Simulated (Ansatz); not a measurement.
Geometry optimisation, RKS B3LYP/def2-SVP (Ansatz 0.2.0).

Input:

```yaml
crystal:
  periodic: [false, false, false]
  atoms:
    - { symbol: Ge, position_ang: [-0.061666, -0.453438, -0.45721] }
    - { symbol: C, position_ang: [0.295101, -0.059373, 2.673794] }
    - { symbol: H, position_ang: [-0.797052, 0.029976, 2.755394] }
    - { symbol: H, position_ang: [0.729681, -0.085238, 3.683875] }
    - { symbol: H, position_ang: [0.691643, 0.818611, 2.145623] }
    - { symbol: H, position_ang: [1.166868, 0.461321, -0.340023] }
    - { symbol: H, position_ang: [-1.309939, 0.102994, 0.240513] }
    - { symbol: H, position_ang: [-0.364506, -0.784116, -1.933077] }
    - { symbol: F, position_ang: [0.340926, -1.960218, 0.26532] }
    - { symbol: H, position_ang: [0.555144, -0.990419, 2.14299] }
basis:
  gaussian: { orbitals: def2-SVP }
hamiltonian:
  xc: b3lyp
relax:
  f_tol: 0.03
  max_steps: 50
```

Launched with:

```bash
$ ansatz run input.yaml --threads 2 --pin off --max-ram 3072MiB --backend cpu --events-out ev --progress --plain --runs-dir out
```

Task: Where does it end, and by what steps?

Result: It converged. The force dipped under the threshold on the way, but the program's further checks kept it going. After 21 steps the energy has fallen by 0.179 eV; H7 moved furthest, 1.48 Å.

```json
{"step": "0", "energy less start (eV)": "0.0000", "largest force component (eV/Å)": "1.065", "accepted": "yes"}
{"step": "1", "energy less start (eV)": "-0.1276", "largest force component (eV/Å)": "0.425", "accepted": "yes"}
{"step": "2", "energy less start (eV)": "-0.1307", "largest force component (eV/Å)": "0.511", "accepted": "yes"}
{"step": "3", "energy less start (eV)": "-0.1499", "largest force component (eV/Å)": "0.120", "accepted": "yes"}
{"step": "4", "energy less start (eV)": "-0.1561", "largest force component (eV/Å)": "0.027", "accepted": "yes"}
{"step": "5", "energy less start (eV)": "-0.1487", "largest force component (eV/Å)": "0.465", "accepted": "no"}
{"step": "6", "energy less start (eV)": "-0.1597", "largest force component (eV/Å)": "0.069", "accepted": "yes"}
{"step": "7", "energy less start (eV)": "-0.1617", "largest force component (eV/Å)": "0.141", "accepted": "yes"}
{"step": "8", "energy less start (eV)": "-0.1638", "largest force component (eV/Å)": "0.094", "accepted": "yes"}
{"step": "9", "energy less start (eV)": "-0.1670", "largest force component (eV/Å)": "0.149", "accepted": "yes"}
{"step": "10", "energy less start (eV)": "-0.1685", "largest force component (eV/Å)": "0.200", "accepted": "yes"}
{"step": "11", "energy less start (eV)": "-0.1705", "largest force component (eV/Å)": "0.125", "accepted": "yes"}
{"step": "12", "energy less start (eV)": "-0.1724", "largest force component (eV/Å)": "0.033", "accepted": "yes"}
{"step": "13", "energy less start (eV)": "-0.1741", "largest force component (eV/Å)": "0.018", "accepted": "yes"}
{"step": "14", "energy less start (eV)": "-0.1740", "largest force component (eV/Å)": "0.202", "accepted": "no"}
{"step": "15", "energy less start (eV)": "-0.1755", "largest force component (eV/Å)": "0.044", "accepted": "yes"}
{"step": "16", "energy less start (eV)": "-0.1763", "largest force component (eV/Å)": "0.083", "accepted": "yes"}
{"step": "17", "energy less start (eV)": "-0.1771", "largest force component (eV/Å)": "0.061", "accepted": "yes"}
{"step": "18", "energy less start (eV)": "-0.1776", "largest force component (eV/Å)": "0.121", "accepted": "yes"}
{"step": "19", "energy less start (eV)": "-0.1782", "largest force component (eV/Å)": "0.085", "accepted": "yes"}
{"step": "20", "energy less start (eV)": "-0.1787", "largest force component (eV/Å)": "0.009", "accepted": "yes"}
{"step": "21", "energy less start (eV)": "-0.1789", "largest force component (eV/Å)": "0.005", "accepted": "yes"}
```

```xyz
10
Properties=species:S:1:pos:R:3
Ge -0.153 -0.496 -1.362
C 0.384 -0.049 3.516
H -0.617 -0.055 3.970
H 1.063 -0.662 4.128
H 0.762 0.984 3.482
H 1.001 0.482 -1.644
H -1.508 0.219 -1.222
H -0.204 -1.646 -2.383
F 0.186 -1.237 0.194
H 0.332 -0.460 2.498
```

Whether the end is a true minimum wasn't checked by a vibrational analysis.

The run took 43 s on 2 threads of Arm Neoverse V2 (shared host), peak memory 0.2 GiB.
